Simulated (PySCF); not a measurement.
Frontier orbitals and the lowest excitations

Compound: C7H6N2O.
SMILES with atom numbers: `[cH:1]1[cH:2][cH:3][n:4](-[c:5]2[n:6][cH:7][cH:8][o:9]2)[cH:10]1` (hydrogens: H11 on C1; H12 on C2; H13 on C3; H14 on C7; H15 on C8; H16 on C10)

Geometry (GFN2-xTB, Å), atoms numbered from 1 in this order:
```
atom  x, y, z in Å
C1    -2.5195    0.9117   -0.3304
C2    -2.6695   -0.4140    0.1506
C3    -1.4230   -0.9344    0.3105
N4    -0.5109    0.0245   -0.0545
C5     0.8425   -0.1374   -0.0259
N6     1.4793   -1.2070    0.3435
C7     2.8004   -0.8882    0.1982
C8     2.8996    0.3827   -0.2601
O9     1.6410    0.8759   -0.4076
C10   -1.1858    1.1537   -0.4471
H11   -3.3118    1.5961   -0.5593
H12   -3.5964   -0.9126    0.3506
H13   -1.0858   -1.8926    0.6476
H14    3.5668   -1.5961    0.4333
H15    3.7187    1.0229   -0.5098
H16   -0.6532    2.0239   -0.7738
```

The calculation used TDDFT PBE0/def2-SVPD, vertical, gas phase, core orbitals frozen in the response in PySCF 2.14.0, density-fitted response routines.

Kohn–Sham orbitals with the atoms that hold most of them (Löwdin shares over 4%, at most four atoms; ? is withheld):

| orbital | ε (eV) | atoms |
| --- | --- | --- |
| HOMO-3 | -8.67 | N6 67%, C7 10%, C5 8%, O9 6% |
| HOMO-2 | -8.46 | C1 16%, C2 16%, C7 13%, C8 12% |
| HOMO-1 | -6.62 | ? |
| HOMO | -6.55 | ? |
| LUMO | -0.74 | C5 16%, O9 11%, N6 11%, C10 10% |
| LUMO+1 | 0.69 | C7 27%, C8 20%, N6 10%, O9 8% |
| LUMO+2 | 0.78 | C8 16%, C5 16%, O9 14%, C7 12% |

Give the leading atoms of the HOMO-1.

C10 (bonded to C, N and H) 22%; C3 (bonded to C, N and H) 22%; C2 (bonded to 2 C and H) 20%; N4 (bonded to 3 C) 10%. By element: carbon 64% or more, nitrogen 10% or more.

Give the leading atoms of the HOMO.

C8 (bonded to C, O and H) 17%; C1 (bonded to 2 C and H) 17%; N4 (bonded to 3 C) 13%; C7 (bonded to C, N and H) 10%. By element: carbon 43% or more, nitrogen 13% or more.

The HOMO–LUMO gap is 5.81 eV. Where does the response calculation put the lowest singlet, and from which orbitals?

S1 is at 5.04 eV (f = 0.034), 0.77 eV below the gap, made of HOMO-1→LUMO (70%), HOMO→LUMO (28%). Its leading pair isn't HOMO and LUMO; the energies of that pair differ by 5.87 eV. Without the coupling terms of the response equations the lowest excitation would equal the gap.

Next come S2 at 5.12 eV (f 0.457), HOMO→LUMO (69%), HOMO-1→LUMO (28%); S3 at 6.23 eV (f 0.0016), HOMO→LUMO+2 (91%); S4 at 6.34 eV (f 0.0027), HOMO-1→LUMO+2 (54%), HOMO-3→LUMO (32%); S5 at 6.36 eV (f 0.0000), HOMO-3→LUMO (64%), HOMO-1→LUMO+2 (29%).

Hardware: an AMD EPYC 9R45 with one thread, no GPU, shared host with 96 logical CPUs at a one-minute load of 34. Cost: 34 s wall (grids of density and orbitals included), 1.1 GiB resident at most.

One conformer stands for the species.
